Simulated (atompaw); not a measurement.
**Logarithmic derivatives: Al (Z = 13), PAW (atompaw)**

* Element: aluminium
* Generator: atompaw 4.2.0.5
* Type: PAW
* Functional: PBE
* Relativity: scalar-relativistic
* Frozen core: [Ne]
* Valence charge: 3
* Reference configuration: 3s2 3p1
* Partial waves: 3s (bound): rc 2.35 bohr; 3s channel at -0.15 Ry: rc 2.90 bohr; 3p (bound): rc 2.90 bohr; 3p channel at 2.65 Ry: rc 2.90 bohr
* Local potential: ultrasoft scheme with l = 2 at -0.5 Ry, radius 2.40 bohr
* Core correction: smooth core density matched at 2.60 bohr
* Augmentation charge: sinc compensation charge, radius 2.35 bohr; PAW radius 2.90 bohr; waves and projectors: custom polynom2 7 10 vanderbiltortho

The phase is arctan(r·u′/u) with u = r·R(r), unwrapped; energies in Ry, scanned from -3 to 5 Ry. A pole is an energy at which the radial function vanishes at the test radius. The pseudo phase is shifted by a multiple of π to meet the all-electron one at the reference energy, and phase errors are pseudo minus all-electron; the curves can meet again beyond the range given. Levels narrower than the energy grid can be missing from the lists of poles.

```json
{"channel": "s", "radius (bohr)": "2.92", "reference energy (Ry)": "-0.57", "poles, all-electron": "0.23", "poles, pseudo": "0.23, 1.83", "unbroken range about the reference energy with phases within 0.05 rad": "below 0.8", "phase error 1 Ry above the reference energy (rad)": "-0.005"}
{"channel": "p", "radius (bohr)": "2.92", "reference energy (Ry)": "-0.20", "poles, all-electron": "0.96", "poles, pseudo": "0.96", "unbroken range about the reference energy with phases within 0.05 rad": "the whole range", "phase error 1 Ry above the reference energy (rad)": "+0.001"}
```

Phases in the p channel:

| E (Ry) | all-electron | pseudo |
| --- | --- | --- |
| -3.00 | 1.354 | 1.355 |
| -2.52 | 1.329 | 1.330 |
| -2.04 | 1.294 | 1.295 |
| -1.56 | 1.236 | 1.237 |
| -1.08 | 1.125 | 1.126 |
| -0.60 | 0.807 | 0.807 |
| -0.12 | -0.538 | -0.538 |
| 0.36 | -1.336 | -1.335 |
| 0.84 | -1.541 | -1.540 |
| 1.32 | -1.647 | -1.647 |
| 1.80 | -1.740 | -1.739 |
| 2.28 | -1.864 | -1.864 |
| 2.76 | -2.139 | -2.138 |
| 3.24 | -3.168 | -3.161 |
| 3.72 | -4.197 | -4.191 |
| 4.20 | -4.464 | -4.461 |
| 4.68 | -4.572 | -4.571 |
